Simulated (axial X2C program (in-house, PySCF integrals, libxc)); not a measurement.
# Which molecule has these constants?

Calculated with an axial X2C code built on PySCF integrals, spin-free (one-electron X2C) or two-component (2c: spin–orbit coupling with atomic mean-field Coulomb and Gaunt terms, which also bring small scalar terms), in Dyall basis sets with cores contracted in-house; open shells are unrestricted.

A two-component PBE0 calculation in a Dyall 3-zeta basis gave Re = 1.681 Å, ωe = 566.9 cm⁻¹, Ω = 1/2.

Which molecule is it?
A. ScC⁻
B. CSe⁻
C. NiC⁻
D. KC⁻
E. CrC⁻

C. The others have CSe⁻ 1.771 Å and 820.5 cm⁻¹ (Ω = 1/2); ScC⁻ 1.924 Å and 718.7 cm⁻¹ (Ω = 2); KC⁻ 2.658 Å and 278.8 cm⁻¹ (Ω = 1); CrC⁻ 1.740 Å and 541.3 cm⁻¹ (Ω = 3/2).

Each entry is the lowest single determinant of a limited PBE0 search at one distance. De goes to single-determinant-based atoms at the same level (for ions the charge split of lowest energy) and is withheld (n/a) where an atom does not fit its ground term or J level. Main or longest-lived isotopes. One determinant is a doubtful description, or other states lie close, for NiC⁻, ScC⁻, KC⁻, CrC⁻; these need not be ground states, and all values refer to the states named. Some open-shell Ω = 0 determinants are out of reach, so the Ω given for ScC⁻, KC⁻ need not be the lowest component. With several unpaired electrons the Ω given is that of one determinant, not necessarily of the lowest component. Some light 2c atoms are not at their ground J level, so De misses part of their lowering (0.04 eV or less). The functionals have no current term, which raises determinants with orbital currents.
